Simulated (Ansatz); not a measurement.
Mulliken charges of CH6BClGe (`ClC[BH][GeH3]`) from r2SCAN/def2-TZVPP in Ansatz (PBE0-D4/def2-TZVP geometry).

```
atom   x (Å)   y (Å)   z (Å)  charge (e)
 Cl1  -1.424   1.611   0.110      -0.052
  C2   0.311   1.435   0.654      -0.061
  B3  -0.182  -0.041   0.732      -0.057
 Ge4   0.090  -1.338  -0.844       0.019
  H5   0.940   1.776  -0.164       0.112
  H6   0.433   2.027   1.557       0.117
  H7  -0.640  -0.415   1.769       0.021
  H8  -1.160  -2.183  -1.150      -0.028
  H9   0.484  -0.597  -2.139      -0.035
 H10   1.232  -2.326  -0.523      -0.036
```

Question: By hand: the dipole of these point charges (1 e Å = 4.8032 D).

Answer: Σ q r = (0.181, 0.399, 0.223) e Å, of length 0.492 e Å = 2.36 D.

Question: How does the dipole of the full density compare? (Estimate.)

Answer: The calculation gave: (0.153, 0.389, 0.164) e Å, 2.16 D; the point charges give 1.09 times that, at 6° from its direction.

Point charges leave out the atoms' own dipoles, such as those of lone pairs, and Mulliken's split depends on the basis, so the close match here is no proof of good charges.
